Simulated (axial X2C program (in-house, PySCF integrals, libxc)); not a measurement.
What spin–orbit coupling does to SrBr

Calculated with an in-house relativistic program for diatomic molecules. Spin-free means the one-electron spin-free X2C Hamiltonian; two-component (2c) means X2C with spin–orbit coupling and atomic mean-field two-electron Coulomb and Gaunt terms, so the difference of the two also holds small scalar two-electron terms. Basis: Sr dyall-cv3z [13s12p8d5f1g], Br dyall-cv3z [8s9p6d4f1g] (cores contracted in-house); Gaussian nuclei, density fitting, unrestricted open shells. Masses: Sr 87.906 u, Br 78.918 u.

Spin-free state: M_S = 1/2, Λ = 0 (beyond evenly filled blocks: σα); fragments Sr + Br.

```tsv
level	Re (Å)	ωe (cm⁻¹)	De (eV)	μ (D)
PBE0	2.728	216.4	3.879	-4.68
HF	2.811	205.9	3.330	-4.89
MP2	2.804	206.9	3.912	n/a
CCSD	2.803	207.2	3.590	n/a
CCSD(T)	2.803	207.0	3.665	n/a
PBE	2.729	213.0	3.864	-4.63
```

Correlated methods: 9 electrons correlated (number of frozen shells: Sr 4 s, 3 p, 1 d; Br 3 s, 2 p, 1 d), 277 virtual spin orbitals or spinors in MP2, 82 natural virtuals in coupled cluster.

Dipoles are positive if Br is the positive end.

Two-component determinant lowest at the distance of the search:

Ω = 1/2 (⟨Sz⟩ = 0.50, ⟨Lz⟩ = 0.00 at HF); fragments Sr + Br.

| level | Re (Å) | ωe (cm⁻¹) | De (eV) | μ (D) |
| --- | --- | --- | --- | --- |
| PBE0 | 2.729 | 216.2 | 3.776 | -4.67 |
| HF | 2.812 | 205.8 | 3.167 | -4.88 |
| MP2 | 2.804 | 206.7 | 3.769 | n/a |
| CCSD | 2.804 | 207.0 | 3.445 | n/a |
| CCSD(T) | 2.804 | 206.9 | 3.522 | n/a |
| PBE | 2.730 | 212.8 | 3.758 | -4.62 |

(1) From the two tables, how do the constants change at the CCSD(T) level (2c against spin-free)?

The state is a single determinant with fixed occupations, the lowest that a limited PBE0 search found. Dissociation energies refer to the lowest single-determinant-based atoms at the same level and basis. Density functionals use the spin component along the axis (collinear). Coupled cluster ran in a truncated set of natural virtual spinors; the MP2 energy of the rest was added. (T) has no such correction and the atoms are truncated less, which lowers De at CCSD(T) by a hundredth of an eV or more. The functionals have no current-density term, which raises determinants with orbital currents, atoms included. The outer-core s and p shells of the metal are frozen in the correlated rows, which leaves out core–valence correlation; for alkali and alkaline-earth bonds that tends to lengthen them. With the outer-core shells frozen, correlated bond lengths of heavy atoms tend to come out a few hundredths of an ångström too long.

Answers

(1) At the CCSD(T) level Re increases by 0.001 Å and ωe is unchanged to within 0.2 cm⁻¹; De changes by -0.143 eV.
